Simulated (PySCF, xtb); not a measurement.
CrO₂, SMILES [O]=[Cr]=[O] (connectivity only; charge and spin as stated), neutral, multiplicity 3.

Harmonic wavenumbers (cm⁻¹) from GFN2-xTB (xtb) at its own minimum, in rising order: 285, 882, 1023.

Problem. What does PBE0-D3(BJ)/def2-TZVP (PySCF 2.14.0) give at its own minimum? (An estimate is asked for; the answer gives what the named calculation found.)

Solution. 241, 1018, 1061. Paired by order, the mean absolute difference is 73 cm⁻¹ and the zero-point energies are 3.1 and 3.3 kcal/mol.
